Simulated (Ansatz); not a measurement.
`N[SiH2]O[SiH3]` and `N[SiH2][Se][SiH3]` differ in one element.

Ansatz, PBE0-D4/def2-TZVP geometries, multiplicity 1. Each molecule was computed in one conformer, which needn't be the lowest.

Scalar relativity is left out up to krypton.

| property | `N[SiH2]O[SiH3]` |
| --- | --- |
| HOMO–LUMO gap (ωB97M-V/def2-TZVPP) / eV | 12.23 |
| LUMO energy (ωB97M-V/def2-TZVPP) / eV | 1.92 |
| HOMO energy (B3LYP/def2-TZVPP) / eV | -7.60 |
| HOMO energy (PBE/def2-TZVPP) / eV | -6.42 |
| HOMO–LUMO gap (B3LYP/def2-TZVPP) / eV | 7.69 |
| HOMO energy (PBE0/def2-TZVPP) / eV | -7.88 |

Q: What does the change do to each property? (An estimate is asked.)

A: Ansatz gave: 
| property | `N[SiH2][Se][SiH3]` | shift |
| --- | --- | --- |
| HOMO–LUMO gap (ωB97M-V/def2-TZVPP) / eV | 10.61 | -1.62 |
| LUMO energy (ωB97M-V/def2-TZVPP) / eV | 1.56 | -0.36 |
| HOMO energy (B3LYP/def2-TZVPP) / eV | -6.68 | 0.92 |
| HOMO energy (PBE/def2-TZVPP) / eV | -5.79 | 0.63 |
| HOMO–LUMO gap (B3LYP/def2-TZVPP) / eV | 6.37 | -1.32 |
| HOMO energy (PBE0/def2-TZVPP) / eV | -6.92 | 0.96 |

With PBE0 the HOMO rises by 0.96 eV and the LUMO falls by 0.42 eV, so the gap narrows by about 1.38 eV. PBE moves the HOMO by 0.63 eV and ωB97M-V by 1.26 eV.

B3LYP here is the variant with VWN-RPA as its local correlation; programs differ in this.

Spin–orbit coupling is left out; it splits and shifts lone-pair levels of the heavy atoms by tenths of an eV.
